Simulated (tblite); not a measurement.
Parent: `[CH2:1]1[O:2][CH2:3][SiH2:4]1`, C2H6OSi.

The geometries are computed with GFN2-xTB (gas phase). One conformer each, not checked by frequencies here.

| coordinate of the parent | value |
| --- | --- |
| C1–O2 | 1.436 Å |
| O2–C3 | 1.436 Å |
| C3–Si4 | 1.919 Å |
| C1–Si4 | 1.919 Å |
| O2–C1–Si4 | 92.7° |
| C1–O2–C3 | 102.9° |
| O2–C3–Si4 | 92.7° |
| C1–Si4–C3 | 71.6° |

Question: How does the shared frame change in `[CH2:1]=[N:2][C@@H:3]1[O:4][CH2:5][SiH2:6]1` with C1–N2–C3–O4 5°, C3H7NOSi? Atoms pair as C1 = C3, O2 = O4, C3 = C5, Si4 = Si6 (parent first).

Answer: 
| parent | relative | value in the relative | change |
| --- | --- | --- | --- |
| C1–O2 | C3–O4 | 1.438 Å | +0.002 |
| O2–C3 | O4–C5 | 1.434 Å | -0.002 |
| C3–Si4 | C5–Si6 | 1.921 Å | +0.002 |
| C1–Si4 | C3–Si6 | 1.941 Å | +0.022 |
| O2–C1–Si4 | O4–C3–Si6 | 92.3° | -0.4 |
| C1–O2–C3 | C3–O4–C5 | 103.0° | +0.1 |
| O2–C3–Si4 | O4–C5–Si6 | 93.3° | +0.6 |
| C1–Si4–C3 | C3–Si6–C5 | 71.2° | -0.4 |

Of the parent's bonds, C1–Si4 changes most (+0.022 Å). Bonds of the relative outside the shared frame: C1=N2 1.256, N2–C3 1.404 Å. Point group C2v → C1.

Question: How does the shared frame change in `[Cl:1][CH:2]([Cl:3])[C@H:4]1[O:5][CH2:6][SiH2:7]1` with Cl1–C2–C4–O5 -165°, C3H6Cl2OSi? Atoms pair as C1 = C4, O2 = O5, C3 = C6, Si4 = Si7 (parent first).

Answer: 
```tsv
parent	relative	value in the relative	change
C1–O2	C4–O5	1.428 Å	-0.008
O2–C3	O5–C6	1.438 Å	+0.002
C3–Si4	C6–Si7	1.923 Å	+0.004
C1–Si4	C4–Si7	1.933 Å	+0.014
O2–C1–Si4	O5–C4–Si7	92.5°	-0.2
C1–O2–C3	C4–O5–C6	103.1°	+0.2
O2–C3–Si4	O5–C6–Si7	92.6°	-0.1
C1–Si4–C3	C4–Si7–C6	71.2°	-0.4
```

Of the parent's bonds, C1–Si4 changes most (+0.014 Å). Bonds of the relative outside the shared frame: Cl1–C2 1.774, C2–Cl3 1.780, C2–C4 1.513 Å. Point group C2v → C1.

Question: How does the shared frame change in `[CH3:1][O:2][C:3](=[O:4])[C@H:5]1[O:6][CH2:7][SiH2:8]1` with C1–O2–C3–O4 -3°, O2–C3–C5–O6 -32°, C4H8O3Si? Atoms pair as C1 = C5, O2 = O6, C3 = C7, Si4 = Si8 (parent first).

Answer: 
| parent | relative | value in the relative | change |
| --- | --- | --- | --- |
| C1–O2 | C5–O6 | 1.426 Å | -0.010 |
| O2–C3 | O6–C7 | 1.436 Å | 0.000 |
| C3–Si4 | C7–Si8 | 1.918 Å | -0.001 |
| C1–Si4 | C5–Si8 | 1.940 Å | +0.021 |
| O2–C1–Si4 | O6–C5–Si8 | 92.0° | -0.7 |
| C1–O2–C3 | C5–O6–C7 | 103.4° | +0.5 |
| O2–C3–Si4 | O6–C7–Si8 | 92.6° | -0.1 |
| C1–Si4–C3 | C5–Si8–C7 | 71.2° | -0.4 |

Of the parent's bonds, C1–Si4 changes most (+0.021 Å). Bonds of the relative outside the shared frame: C1–O2 1.419, O2–C3 1.341, C3=O4 1.206, C3–C5 1.493 Å. Point group C2v → C1.
